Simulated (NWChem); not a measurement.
Molecule: C2H3ClO2Si; SMILES O[Si](O)(C#C)Cl

```xyz
9

C      0.9727     2.7424     0.0020
C      0.3976     1.6712    -0.0044
Si    -0.4535     0.0659     0.0317
O     -1.3983    -0.1376     1.3639
O     -1.4052    -0.0256    -1.2967
Cl     0.9932    -1.4091     0.0316
H      1.4806     3.6911     0.0010
H     -0.9636    -0.3094     2.2043
H     -2.0048    -0.7765    -1.3500
```
Atoms are numbered in this order, from 1.

Results from NWChem. Pople sets run with spherical d functions. Structure relaxed at the PBE0/def2-SVP level. Atomic charges in e: unrestrained fits to the electrostatic potential beside Mulliken populations; buried atoms are poorly determined by the fit.

Question: What does the run give for Hartree-Fock/6-31G*? Quantities: ESP C1; Mulliken C1; ESP C2; Mulliken C2; ESP Si3; Mulliken Si3; ESP O4; Mulliken O4; ESP O5; Mulliken O5; relative RMS misfit of the potential (%).

Answer: 
```
Property                                  Result
----------------------------------------  ------
ESP C1                                     -0.26
Mulliken C1                                -0.18
ESP C2                                     -0.28
Mulliken C2                                -0.30
ESP Si3                                     1.24
Mulliken Si3                                1.28
ESP O4                                     -0.77
Mulliken O4                                -0.87
ESP O5                                     -0.75
Mulliken O5                                -0.85
relative RMS misfit of the potential (%)      22
```
